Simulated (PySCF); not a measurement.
Zn¹¹⁺: ionisation energy

Zn¹¹⁺ [Ar] 3d1 (2D) → Zn¹²⁺ [Ar] (1S), as a difference of total energies. Computed with PySCF 2.14 in an even-tempered Gaussian basis (19 s from 0.59 bohr⁻², ratio 2.5; 12 p from 0.76 bohr⁻², ratio 2.5; 9 d from 0.76 bohr⁻², ratio 2.5; 4 f from 2.7 bohr⁻², ratio 2.7; 4 g from 4.1 bohr⁻², ratio 2.7), with the spin-free X2C one-electron Hamiltonian (Gaussian nucleus). Correlated levels: outer shells: [Ne] frozen; virtual orbitals above 40 to 60 times the deepest correlated orbital energy dropped. The calculations carry no spin-orbit coupling.

```json
{"method": "UHF", "ionisation energy (eV)": "308.59"}
{"method": "MP2 (outer shells)", "ionisation energy (eV)": "308.99"}
{"method": "SCS-MP2 (outer shells)", "ionisation energy (eV)": "308.95"}
{"method": "CCSD (outer shells)", "ionisation energy (eV)": "308.93"}
{"method": "CCSD(T) (outer shells)", "ionisation energy (eV)": "308.92"}
```

**Question.** How much does correlation contribute at CCSD(T) (outer shells)?

**Answer.** 308.92 − (308.59) = 0.33 eV, measured against UHF.

The reference lies between the lowest fine-structure levels, while these numbers refer to the centres of the terms.

For comparison: 310.8 ± 1 eV (semi-empirical (NIST evaluation); NIST Atomic Spectra Database, ionization energies).
